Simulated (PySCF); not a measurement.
Dipole response of W- (tungsten, charge -1)

[Xe] 4f14 5d5 6s2, high-spin 6S determinant. Calculation: PySCF 2.14, in aug-cc-pwCVTZ-PP with ECP60MDF (8s8p7d4f3g, 122 functions); a scalar-relativistic core potential. Coupled (time-dependent) response in atomic units; α is the mean over directions.

| method | mean α (bohr³) | C₆ (like pair) | S(−4) |
| --- | --- | --- | --- |
| wB97M-V | 212.8 | 3396 | 38040 |

S(−4) is the Cauchy moment in α(ω) = α(0) + S(−4) ω² + …

α(iu) at wB97M-V:

```csv
u (hartree),α(iu) (bohr³)
0,212.8
0.0500,155.9
0.100,100.8
0.200,52.26
0.300,33.38
0.500,18.01
0.750,10.62
1.00,7.184
1.50,4.049
2.00,2.635
3.00,1.379
5.00,0.5657
```

A single London oscillator, α(iu) = α/(1 + u²/ω²), gives C₆ = (3/4) ω α². Matching the computed C₆ needs ω = 4 × 3396 / (3 × 212.8²) = 0.1000 hartree.

For an ion, C₆ is the dispersion term alone; charge-induced terms of lower order in 1/R come first.

Energies and moments cover only the electrons outside the core potential. Spin-orbit coupling, which splits the p, d and f shells strongly at this Z, is absent.
